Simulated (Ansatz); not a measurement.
A run for Ansatz (a first-principles code): R-PBE0/def2-TZVPPD on C2F6 (SMILES FC(F)(F)C(F)(F)F). The basis file is the Basis Set Exchange's JSON of that set.

Ansatz 0.2 input:
```yaml
crystal:
  periodic: [false, false, false]
  atoms:
    - {symbol: F, position_ang: [1.37987477, -0.29299685, -1.03841625]}
    - {symbol: C, position_ang: [0.76130965, -0.06991630, 0.11898653]}
    - {symbol: F, position_ang: [1.23770064, 1.04914930, 0.65998581]}
    - {symbol: F, position_ang: [0.99712623, -1.08813177, 0.94335107]}
    - {symbol: C, position_ang: [-0.76130965, 0.06991630, -0.11898653]}
    - {symbol: F, position_ang: [-0.99712623, 1.08813177, -0.94335107]}
    - {symbol: F, position_ang: [-1.23770064, -1.04914930, -0.65998581]}
    - {symbol: F, position_ang: [-1.37987477, 0.29299685, 1.03841625]}
basis:
  gaussian:
    orbitals: def2-TZVPPD.json
hamiltonian:
  xc: {name: PBE0}
scf: {lower_state_search: off}
```

**Question.** Give the final energy of this run.

**Answer.** -674.9362 hartree.

**Question.** How many basis functions does it have, and what does it roughly cost on one machine?

**Answer.** 314 functions; around 12 core-seconds (rough).
